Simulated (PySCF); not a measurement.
## Dipole response of Sn+ (tin, charge +1)

[Kr] 4d10 5s2 5p1, 2P determinant. Calculation: PySCF 2.14, in aug-cc-pVTZ-PP with ECP28MDF (6s5p4d2f, 55 functions); scalar relativity through the core potential. Coupled (time-dependent) response in atomic units; α is the mean over directions.

```json
{"method": "UHF", "mean α (bohr³)": "28.91", "α xx, yy, zz": "27.46, 31.79, 27.46", "C₆ (like pair)": "221.3", "S(−4)": "274.5"}
{"method": "PBE", "mean α (bohr³)": "27.14", "α xx, yy, zz": "24.88, 31.67, 24.88", "C₆ (like pair)": "201.3", "S(−4)": "261.3"}
{"method": "PBE0", "mean α (bohr³)": "27.21", "α xx, yy, zz": "25.28, 31.07, 25.28", "C₆ (like pair)": "203.0", "S(−4)": "252.5"}
{"method": "TPSS", "mean α (bohr³)": "27.45", "α xx, yy, zz": "25.34, 31.69, 25.34", "C₆ (like pair)": "207.1", "S(−4)": "256.3"}
{"method": "r2SCANh", "mean α (bohr³)": "27.12", "α xx, yy, zz": "25.22, 30.93, 25.22", "C₆ (like pair)": "209.7", "S(−4)": "228.8"}
```

S(−4) is the Cauchy moment in α(ω) = α(0) + S(−4) ω² + …

Spin-orbit coupling is absent.

α(iu) at r2SCANh:

```csv
u (hartree),α(iu) (bohr³)
0,27.12
0.0500,26.56
0.100,25.04
0.200,20.55
0.300,16.07
0.500,9.937
0.750,6.104
1.00,4.186
1.50,2.394
2.00,1.574
3.00,0.8316
5.00,0.3422
```

A single London oscillator, α(iu) = α/(1 + u²/ω²), gives C₆ = (3/4) ω α². Matching the computed C₆ needs ω = 4 × 209.7 / (3 × 27.12²) = 0.380 hartree.

For an ion, C₆ is the dispersion term alone; charge-induced terms of lower order in 1/R come first.

The components differ because the open shell of this determinant is not spherical; for a pure term their mean is the scalar polarisability.

Energies and moments cover only the electrons outside the core potential.
